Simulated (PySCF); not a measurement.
A run for PySCF: U-B3LYP/6-31G* on SiS, a point of a bond scan (R = 2.326 Å).

```python
from pyscf import gto, scf, dft, mp
from pyscf.data.elements import chemcore

mol = gto.M(
    atom='''
    Si   -0.00000000   -0.00000000   -1.03360590
    S     0.00000000    0.00000000    1.29200737
    ''',
    basis='6-31g*',
    cart=True,
    charge=0, spin=0, verbose=3, max_memory=1800)
mf = dft.UKS(mol, xc='b3lyp')
mf.conv_tol = 1e-8
mf.max_cycle = 100
mf.init_guess_breaksym = True
mf.kernel()
if not mf.converged:
    mf = mf.newton().run(mf.mo_coeff, mf.mo_occ)
for _ in range(4):
    mo, _, stable, _ = mf.stability(return_status=True)
    if stable:
        break
    mf.kernel(mf.make_rdm1(mo, mf.mo_occ))
```

Program output:

```
converged SCF energy = -687.649709444153  <S^2> = 6.2199828e-09  2S+1 = 1
<class 'pyscf.dft.uks.UKS'> wavefunction is stable in the internal stability analysis
```

Self-consistency was reached.

Cost: very roughly 8 core-seconds.
